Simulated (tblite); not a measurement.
Species: C₈H₁₆P (charge +1).
Numbering: `[CH3:1][CH2:2][CH2:3][P@@+:4]1([CH3:5])[CH:6]=[C:7]1[CH2:8][CH3:9]` (hydrogens: H10, H11, H12 on C1; H13, H14 on C2; H15, H16 on C3; H17, H18, H19 on C5; H20 on C6; H21, H22 on C8; H23, H24, H25 on C9)

Geometry (GFN2-xTB, Å), atoms numbered from 1 in this order:
```
atom  x, y, z in Å
C1     2.3595    1.1951    0.0577
C2     2.6368   -0.0389    0.9005
C3     1.3435   -0.6152    1.4722
P4     0.1323   -0.9680    0.1398
C5     0.7045   -2.0939   -1.1699
C6    -1.5818   -1.1010    0.6128
C7    -1.3594    0.0144   -0.0896
C8    -1.9442    1.2258   -0.6615
C9    -3.4474    1.2841   -0.4005
H10    1.9006    1.9784    0.6566
H11    1.6817    0.9470   -0.7665
H12    3.2798    1.5858   -0.3663
H13    3.2952    0.2189    1.7311
H14    3.1494   -0.7930    0.3002
H15    1.5259   -1.5493    2.0129
H16    0.8580    0.0914    2.1514
H17    1.0495   -3.0231   -0.7142
H18    1.5257   -1.6407   -1.7247
H19   -0.1244   -2.3012   -1.8450
H20   -2.3500   -1.6518    1.1112
H21   -1.4470    2.0994   -0.2283
H22   -1.7401    1.2503   -1.7364
H23   -3.8570    2.1956   -0.8255
H24   -3.6523    1.2790    0.6665
H25   -3.9495    0.4351   -0.8564
```

Structure optimised with GFN2-xTB, isolated species.

Take the most abundant isotopes and a rigid rotor. The values belong to one conformer with, in the numbering `[CH3:1][CH2:2][CH2:3][P@@+:4]1([CH3:5])[CH:6]=[C:7]1[CH2:8][CH3:9]`, C1–C2–C3–P4 55°, C2–C3–P4–C5 57°, C6–C7–C8–C9 -2°.

(1) What are A, B and C (GHz)?

(2) Classify the top.

(3) Is it planar, by Δ = Ic − Ia − Ib?

(4) Give the other two planar moments, Paa and Pbb, and the rms extents of the mass along the axes.

(5) Where do the levels up to J = 2 lie, in cm⁻¹?

(6) Estimate the classical rotational partition function at 10 K, 200 K and 298.15 K.

Results:

(1) Ia = 251.09, Ib = 623.41, Ic = 724.88 u·Å²; 505379 MHz·u·Å²/I gives 2013, 810.7 and 697.2 MHz, that is A = 2.0127, B = 0.8107, C = 0.6972 GHz.

(2) An asymmetric top. Ray's parameter κ = (2B − A − C)/(A − C) = -0.827; −1 is the prolate and +1 the oblate limit.

(3) Not planar: Δ = Ic − Ia − Ib = -149.62 u·Å². For a rigid frame Δ = −2 Σ m c², so Σ m c² = 74.81 u·Å² lies off the ab plane: 24.26 from hydrogen and 50.55 from heavier atoms. The atom farthest from that plane is 1.97 Å away.

(4) Paa = Σ m a² = (Ib + Ic − Ia)/2 = 548.59 and Pbb = Σ m b² = (Ia + Ic − Ib)/2 = 176.28 u·Å². With the mass M = 143.10 u, the rms extents √(P/M) along a, b and c are 1.96, 1.11, 0.72 Å.

(5) Above 0(0,0):
J = 1: 1(0,1) 0.0503, 1(1,1) 0.0904, 1(1,0) 0.0942
J = 2: 2(0,2) 0.1506, 2(1,2) 0.1872, 2(1,1) 0.1986, 2(2,1) 0.3188, 2(2,0) 0.3191

(6) Point group C1, symmetry number σ = 1; q = (√π/σ)·√((kT/h)³/(ABC)), k/h = 20836.6 MHz/K: 5000 at 10 K, 447000 at 200 K, 814000 at 298.15 K.

Its GFN2-xTB frequencies are all real (lowest 37 cm⁻¹). Zero-point vibration and centrifugal distortion are left out.

On one thread of an Arm Neoverse V1, shared host with 32 logical CPUs at a one-minute load of 9.0, this took 1.5 s wall. This is the geometry optimisation.

The numbers are calculated, not measured.
